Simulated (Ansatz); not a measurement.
Reactions of C5H8O (`CC1C=COC1`).

Gas-phase electronic energies from Ansatz, PBE0-D4/def2-TZVP geometries. CBS: MP2 limit from def2 TZ/QZ plus the TZ coupled-cluster correction, frozen cores. This one scheme is used for every species, atoms too. DFT in def2-TZVPP. B3LYP here is the variant with VWN-RPA as its local correlation; programs differ in this. Open shells (•) are unrestricted, without spin–orbit coupling. Spin–orbit coupling would lower the free atoms: a little for C, O. Each species was taken in one conformer, which may not be the lowest.

```
                                                               reaction  MP2/CBS(def2) (kJ/mol)  B3LYP-D4 (kJ/mol)  PBE0-D4 (kJ/mol)  ωB97X-V (kJ/mol)  CCSD(T)/CBS(def2) (kJ/mol)
                                    `CC1C=COC1` + H₂ → `C1=COCC1` + CH₄                     -55                -65               -63               -62                         -60
                           `CC1C=COC1` → `C1=COCC1` + `[CH2]` (triplet)                     458                433               439               452                         443
                                         `CC1C=COC1` → 5 C• + 8 H• + O•                    6030               5922              5987              5934                        5918
                                           `CC1C=COC1` → `C=C(C)C(C)=O`                     -33                -49               -28               -30                         -36
                                             `CC1C=COC1` → `C=C(C=O)CC`                     -11                -27                -4                -6                         -14
`CC1C=COC1` + `O[SiH](F)S[SiH2]Cl` → `CO[SiH](F)S[SiH2]Cl` + `C1=COCC1`                      71                 55                61                58                          64
                     `CC1C=COC1` + `[AlH3]` → `[AlH2][CH]1C=COC1` + CH₄                     -49                -42               -50               -38                         -42
```

Largest T1 diagnostic: 0.013, for `[AlH2][CH]1C=COC1`.
